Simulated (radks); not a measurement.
Neutral argon, configuration [Ar] (the NIST ground configuration). Method: scalar-relativistic Kohn-Sham, PBEsol, spin-polarised, spherical densities, finite nucleus; Fermi nuclear charge, rms radius 3.4274 fm; computed with a radial shooting solver on a logarithmic mesh with Libxc functionals.

Unscreened Slater integrals over Kohn-Sham orbitals (eV). They are taken over the spin-up orbitals.

integral,value
"F0(3p,3p)",14.889
"F2(3p,3p)",7.3243
"F0(3p,3s)",16.041
"G1(3p,3s)",10.445
"F0(3p,2p)",20.634
"F2(3p,2p)",3.3771
"G0(3p,2p)",1.3120
"G2(3p,2p)",1.3207
"F0(3s,3s)",17.465
"F0(3s,2p)",23.395
"G1(3s,2p)",1.7126
"F0(2p,2p)",66.156
"F2(2p,2p)",30.767
